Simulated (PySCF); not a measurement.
C4HCl2F, SMILES ClC(Cl)=C(F)C#C.

Geometry: PBE0-D3(BJ)/def2-SVP. This is a generated structure with no PubChem entry under its InChIKey; it may be hypothetical.

Computed with PySCF 2.14.0 with TDDFT-M06-2X/def2-SVPD.

Vertical excitations.  State labels are in the subgroup Cs.

```csv
state,symmetry,energy (eV),λ (nm),f,main pairs
S1,A",4.99,248,0.000,"HOMO→LUMO+1 60 %, HOMO−1→LUMO 18 %"
S2,A',5.33,233,0.416,HOMO→LUMO 94 %
S3,A",5.62,220,0.000,"HOMO−1→LUMO 63 %, HOMO→LUMO+1 24 %"
S4,A",6.03,205,0.000,HOMO→LUMO+2 75 %
S5,A",6.61,188,0.003,"HOMO→LUMO+4 30 %, HOMO−2→LUMO+1 13 %, HOMO→LUMO+3 11 %, HOMO−1→LUMO 9 %"
S6,A",6.89,180,0.017,"HOMO→LUMO+3 64 %, HOMO→LUMO+5 12 %"
S7,A',6.91,179,0.099,"HOMO−2→LUMO 58 %, HOMO−1→LUMO+1 23 %"
S8,A",7.03,176,0.000,HOMO−3→LUMO 83 %
S9,A",7.51,165,0.000,HOMO−5→LUMO 94 %
S10,A',7.58,163,0.036,"HOMO−4→LUMO 41 %, HOMO−3→LUMO+2 13 %, HOMO−3→LUMO+1 9 %, HOMO−1→LUMO+1 9 %"
T1,A',3.33,372,0,HOMO→LUMO 95 %
T2,A",4.94,251,0,HOMO→LUMO+1 78 %
T3,A',5.42,229,0,"HOMO−2→LUMO 33 %, HOMO−1→LUMO+1 29 %, HOMO−1→LUMO+4 8 %, HOMO→LUMO+13 6 %"
T4,A",5.45,228,0,HOMO−1→LUMO 82 %
```
Triplets are in the Tamm–Dancoff approximation, which puts them higher than full response would, so one can lie above its singlet here.
